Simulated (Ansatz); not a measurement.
A nudged elastic band was laid between two geometries of ClF3Ge + H2S (8 atoms, charge 0, multiplicity 1).

These are results of RHF/def2-SVP (Ansatz), not measurements.

- movable images: 5
- climbing image: yes
- spring: 5.0 eV/Å²
- optimiser: quadratic models (default)
- start path: through a guess of the saddle point
- force threshold: 0.05 eV/Å
- iteration limit: 60
- end points: relaxed

Initial state:

```xyz
8
Properties=species:S:1:pos:R:3
Ge 0.470 0.065 0.006
Cl 0.848 0.421 2.031
F 1.928 -0.095 -0.829
F -0.362 1.321 -0.745
F -0.370 -1.374 -0.252
S -3.099 0.180 1.325
H -3.418 -0.449 0.192
H -3.046 -0.942 2.046
```

Final state:

```xyz
8
Properties=species:S:1:pos:R:3
Ge -0.782 -0.152 -0.326
Cl -0.232 0.720 3.190
F 0.347 -1.060 0.562
F -0.059 1.365 -0.512
F -0.813 -0.843 -1.876
S -2.782 -0.148 0.510
H -3.332 -0.571 -0.634
H 0.603 -0.185 2.858
```

Which bonds break or form, and what moves?

Bonds broken: Ge1–Cl2, S6–H8. Bonds formed: Ge1–S6, Cl2–H8. ClF3Ge + H2S becomes ClH + F3GeHS.

What energy profile does the band end with?

The run converged. The highest image is number 3 of 0 to 6, 2.12 eV above the first end and 1.91 eV above the last; the last end lies 0.21 eV above the first. Neighbouring images differ by up to 1.8 eV, so the band resolves the path poorly. A vibrational analysis at the climbing image gives one clearly imaginary mode, 1311i cm⁻¹: a first-order saddle point. The orbitals stay closed-shell, which can raise the energy where a bond breaks towards radicals; this wasn't checked here.

| image | path coordinate (Å) | energy (eV) | Ge1–Cl2 (Å) | S6–H8 (Å) | Ge1–S6 (Å) |
| --- | --- | --- | --- | --- | --- |
| 0 | 0.00 | 0.00 | 2.09 | 1.34 | 3.81 |
| 1 | 1.75 | 0.04 | 2.09 | 1.33 | 3.97 |
| 2 | 3.51 | 0.47 | 2.11 | 1.33 | 3.62 |
| 3 | 5.26 | 2.12 | 2.55 | 1.54 | 2.33 |
| 4 | 6.84 | 0.33 | 3.78 | 2.91 | 2.18 |
| 5 | 8.42 | 0.27 | 3.68 | 3.58 | 2.17 |
| 6 | 10.01 | 0.21 | 3.66 | 4.12 | 2.17 |

What is the geometry of the highest image?


```xyz
8
Properties=species:S:1:pos:R:3:forces:R:3
Ge -0.406 0.063 -0.148 0.00 0.01 -0.02
Cl -0.072 0.734 2.288 -0.01 0.00 -0.01
F 0.758 -1.130 0.138 0.00 -0.01 0.00
F 0.042 1.640 -0.550 -0.01 0.00 0.00
F -0.898 -0.468 -1.702 0.01 0.00 0.02
S -2.495 -0.273 0.820 -0.01 0.00 0.00
H -2.366 -1.603 0.917 0.00 0.00 0.00
H -1.611 0.163 2.009 0.01 0.00 0.01
```

The run took 6.3 min on 2 threads of Arm Neoverse V1, on a shared host, peak memory 0.31 GiB.
